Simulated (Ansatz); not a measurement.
Consider the ligand exchange at a B–C bond: `CBC=[Se]` + `NBN` → `CBNBN` + `C=[Se]`.

Calculated with Ansatz (gas phase, PBE0-D4/def2-TZVP geometries, no zero-point term in ΔE). CBS: MP2 limit from def2 TZ/QZ plus the TZ coupled-cluster correction, frozen cores. Functionals use def2-TZVPP. For Se outer-core shells are correlated without core-valence functions, which leaves a few kJ/mol of doubt a bond. Scalar relativity is left out up to krypton. Each species was taken in one conformer, which may not be the lowest.

```
             level  ΔE (kJ/mol)  difference from CCSD(T)/CBS
         revPBE-D4        -79.2                         17.0
            B97M-V        -90.9                          5.3
            B2PLYP        -95.2                          1.0
          PBE-QIDH        -92.3                          3.9
               PBE        -79.9                         16.3
            revPBE        -79.4                         16.8
           r2SCANh        -85.4                         10.8
           r2SCAN0        -89.0                          7.2
         CAM-B3LYP       -101.0                         -4.8
RPA@PBE/def2-TZVPP       -102.6                         -6.4
      MP2/def2-SVP       -111.3                        -15.1
     HF/def2-TZVPP       -111.2                        -15.0
     HF/def2-QZVPP       -111.5                        -15.3
      HF/CBS(def2)       -111.6                        -15.4
     MP2/CBS(def2)        -92.0                          4.2
    CCSD/CBS(def2)        -99.4                         -3.2
       CCSD(T)/CBS        -96.2                            0
```

(1) What do rigid-rotor, harmonic-oscillator terms from PBE0-D4/def2-TZVP frequencies (298.15 K, 1 bar) make of the CCSD(T)/CBS value? (Estimate.)

Largest T1 diagnostic among the species: 0.018.

Results:

(1) The calculation gave: ΔZPE = +3.5 kJ/mol, ΔH = -93.8 kJ/mol, ΔS = -14 J/(mol·K), ΔG = -89.6 kJ/mol.

From PBE to PBE0 (25 % exact exchange), in def2-TZVPP and without D4, ΔE moves by −7.5 kJ/mol. In def2-TZVPP, CCSD(T) changes the Hartree–Fock value by +11.8 kJ/mol (the triples alone add +3.2 kJ/mol) and MP2 by +16.0 kJ/mol.
